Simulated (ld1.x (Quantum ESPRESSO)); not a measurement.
**samarium (Sm): one change to a TM potential, before and after**

```
Element                 : samarium
Generator               : ld1.x (Quantum ESPRESSO) 7.5
Type                    : norm-conserving Troullier–Martins (Kleinman–Bylander form)
Functional              : PBE
Relativity              : scalar-relativistic
Frozen core             : [Kr] 4d10
Valence charge          : 16
Reference configuration : 4f5 5s2 5p6 5d1 6s2 6p0
Partial waves           : 5p (bound): rc 2.40 bohr; 5d (bound): rc 2.95 bohr; 4f (bound): rc 0.95 bohr; 5s (bound): rc 1.55 bohr
Local potential         : the s channel
Core correction         : none
```

Occupied shells without a wave of their own: 6s. They enter only through the test configuration that unscreens the potential.

All-electron outer shells of the reference configuration (PBE, scalar-relativistic, ld1.x):

```tsv
shell	level (eV)	outermost node (bohr)	outermost maximum (bohr)
4p	-254.40	0.30	0.56
4d	-135.45	0.28	0.58
5s	-46.72	0.68	1.25
5p	-26.00	0.73	1.42
4f	-7.96	–	0.61
6s	-3.99	1.67	3.48
5d	-2.74	0.83	2.01
6p	-1.34	1.99	4.64
```

Change: wave 5s (bound): rc 1.55 bohr becomes 5s (bound): rc 1.06 bohr.

Cutoffs: the cutoffs (Ry, on a coarse ladder) from which the occupation-weighted sum of valence levels, in a spherical-Bessel basis at the reference potential, stays within 10 and 1 mRy of its value at 400 Ry; they do not see the model core or the augmentation charge, which bear on the density cutoff. Errors are all-electron minus pseudo energies relative to the spin-unpolarised reference configuration.

**Question.** Predict the effect on cutoff, ghosts and configuration errors.

**Answer.** A bound ghost appears in p, which as a rule spoils a file; the miss of the reference levels goes from 0.08 to 0.23 eV; of the 7 tests that both files solve, the error grows in 5 and shrinks in 1 by more than 15 % and 0.3 meV (median size 366.0 → 379.8 meV); the range in which the p phases agree widens (upper end 0.3 → at the end of the scan).

```tsv
quantity	base	changed
cutoff, loose	over 300 Ry	over 300 Ry
cutoff, tight	over 300 Ry	over 300 Ry
loose cutoff by channel (10 mRy a level)	p 12 Ry, d 12 Ry, f 300 Ry, s 50 Ry	p 21 Ry, d 12 Ry, f 300 Ry, s 120 Ry
bound ghosts	none	p
largest miss of a reference level, eV	0.08	0.23
error for 4f6 5s2 5p6 5d0 6s2 6p0, meV [ΔE -2.95 eV]	-207	-129
error for 4f6 5s2 5p6 5d0 6s1 6p0, meV [ΔE 3.00 eV]	-301	-364
error for 4f6 5s2 5p6 5d0 6s0 6p0, meV [ΔE 14.08 eV]	-453	-746
error for 4f6 5s2 5p6 5d1 6s0 6p0, meV [ΔE 4.40 eV]	-268	-380
error for 4f6 5s2 5p6 5d0 6s0 6p1, meV [ΔE 6.13 eV]	-366	-566
error for 4f6 5s1 5p6 5d0 6s2 6p0, meV [ΔE 45.77 eV]	-381	-328
error for 4f4 5s2 5p6 5d0 6s0 6p0, meV [ΔE 79.91 eV]	-567	-2054
s: phases at 3.21 bohr within 0.05 rad from the reference energy up to (Ry; the scan ends near 5)	-0.3	-0.6
p: phases at 3.21 bohr within 0.05 rad from the reference energy up to (Ry; the scan ends near 5)	0.3	to the end of the scan
d: phases at 3.21 bohr within 0.05 rad from the reference energy up to (Ry; the scan ends near 5)	2.1	2.2
f: phases at 3.21 bohr within 0.05 rad from the reference energy up to (Ry; the scan ends near 5)	1.1	1.2
```

Base: The 6s level has no wave, so the channel is fitted at the deeper level alone: the likely source of the large errors. Changed file: The 6s level has no wave, so the channel is fitted at the deeper level alone: the likely source of the large errors. A true bound ghost makes a file unfit for plane-wave use even where its test errors are small: the radial tests pick states by their node count and pass the ghost by.
